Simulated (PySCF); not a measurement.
Unknowns

PySCF 2.14 calculation with structure optimised with GFN2-xTB and σ from GIAO-PBE0/pcSseg-1; relativity neglected, one averaged value for each set of equivalent atoms, one conformer, no solvent model.

Scale: 1H (σref 31.72) and 13C (σref 186.93) vs TMS (reference shieldings calculated alike). Splittings of carbon signals by F and P are missing where no couplings were computed. Where no couplings were computed, multiplicities follow the n + 1 count of equivalent neighbours, and m marks all less simple cases (inequivalent or close neighbours, rings, F or P nearby). Acid and N–H amide carbonyl carbons lie up to 10 ppm further downfield in solution (hydrogen bonding). Shifts are as computed. Against solution values, carbons near 30 ppm lie about +3 ppm off and those near 130 ppm about +5 ppm; carbons on Cl a further +6 ppm. Of 1211 compounds with measured shifts, 218 miss one by over three times the rms of a fit or turn the order of signals round; such compounds aren't used in these exercises. Carbons bonded to Cl come out too deshielded. OH and NH positions are gas-phase values without hydrogen bonding to other molecules.

**Question.** C8H11Cl. 1H NMR (400 MHz, computed): δ 6.08 (s, 1H), 2.65 (m, 1H), 2.39 (m, 1H), 2.30 (m, 1H), 2.02 (m, 1H), 1.76 (m, 1H), 1.72 (m, 1H), 1.34 (m, 1H), 1.32 (m, 1H), 1.31 (m, 1H), 1.28 (m, 1H). 13C{1H} NMR (computed): δ 157.8 (C), 119.7 (CH), 48.1 (CH), 41.7 (CH2), 40.7 (CH2), 39.5 (CH), 32.7 (CH2), 31.4 (CH2). Give a structure.

**Answer.** `[C@@H]12C/C(=C\Cl)[C@@H](CC1)C2`. Rings plus π bonds: 3 (2 rings in the answer). 8 carbon signals for 8 carbons: no two carbons are equivalent. Carbon types of the structure: 1 × C, 3 × CH, 4 × CH2, which accounts for all hydrogens. δC 157.8: fully substituted alkene carbon; an sp2 carbon of a C=C bond. δC 119.7: alkene CH; an sp2 carbon of a C=C bond. δC 39.5: sp3 CH in a ring; aliphatic region, no heteroatom directly attached. δH 6.08: hydrogen on an alkene CH; a vinylic proton, deshielded by the sp2 carbon and the C=C anisotropy.

The shifts were computed for this structure.

**Question.** C4H3Cl2FO2. 1H NMR (500 MHz, computed): δ 7.01 (m, 1H), 6.64 (m, 1H), 6.29 (br s, 1H). 13C{1H} NMR (computed): δ 165.5 (C), 146.5 (C), 134.9 (CH2), 132.5 (C). Give a structure.

**Answer.** SMILES C=C(C(=O)O)C(F)(Cl)Cl. The formula gives 2 degrees of unsaturation (no ring in the answer). 4 carbon signals for 4 carbons: no two carbons are equivalent. Carbon types of the structure: 3 × C, 1 × CH2, leaving 1 H on heteroatoms. δC 165.5: carboxylic acid carbon; it is a carbonyl in resonance with an O or N lone pair, the region of acids, esters and amides. δC 146.5: α carbon of a C=C–C=O unit; as expected for a trigonal carbon in a double bond. δC 134.9: β carbon of a C=C–C=O unit; conjugation with the carbonyl draws π density from the β position. δC 132.5: allylic fully substituted sp3 carbon bonded to 2 Cl and F; 3 electronegative neighbours deshield it.

The data come from this structure; uniqueness wasn't tested.
